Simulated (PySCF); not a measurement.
NICS in isomers of C6H6N4.

Probes without a nucleus sit at each ring's centroid and 1 Å off its mean plane on both sides; NICS is minus the shielding there, NICSzz its component along the normal. Level: GIAO PBE0/pcSseg-1 (PySCF, non-relativistic, gas phase) on the GFN2-xTB geometries, one conformer each. Atom numbers follow the mapped SMILES.

Question: Order these rings by mean NICS(1)zz, lowest (most negative) first (ppm).
A. ring C3–C4–N5–N6–N10 in `[N:1]#[C:2][c:3]1[cH:4][n:5][n:6]([CH:7]2[CH2:8][CH2:9]2)[n:10]1`
B. ring C2–N3–N4–C5–C7–N10 in `[CH3:1][c:2]1[n:3][n:4][c:5]([CH3:6])[c:7]([C:8]#[N:9])[n:10]1`
C. ring C3–N4–N5–N7–C8 in `[CH2:1]=[CH:2][c:3]1[n:4][n:5]([CH3:6])[n:7][c:8]1[C:9]#[N:10]`

Answer: A (-31.9), C (-29.1), B (-25.1).

```json
{"SMILES": "N#Cc1cnn(C2CC2)n1", "ring": "5-membered ring with 3 N; formal bonds all aromatic", "NICS(0)": "-13.8", "NICS(1)": "-13.3", "NICS(1)zz": "-31.9", "HOMA": "0.98", "rms pucker (Å)": "0.00", "ring atoms with four or more neighbours": "0"}
{"SMILES": "C=Cc1nn(C)nc1C#N", "ring": "5-membered ring with 3 N; formal bonds all aromatic", "NICS(0)": "-12.4", "NICS(1)": "-12.4", "NICS(1)zz": "-29.1", "HOMA": "0.94", "rms pucker (Å)": "0.00", "ring atoms with four or more neighbours": "0"}
{"SMILES": "Cc1nnc(C)c(C#N)n1", "ring": "6-membered ring with 3 N; formal bonds all aromatic", "NICS(0)": "-4.2", "NICS(1)": "-11.0", "NICS(1)zz": "-25.1", "HOMA": "0.96", "rms pucker (Å)": "0.02", "ring atoms with four or more neighbours": "0"}
```

NICS(0) gives the same order. The isotropic NICS(1) gives the same order. HOMA uses Krygowski's 1993 parameters. NICS(1) and NICS(1)zz are means over the two faces.
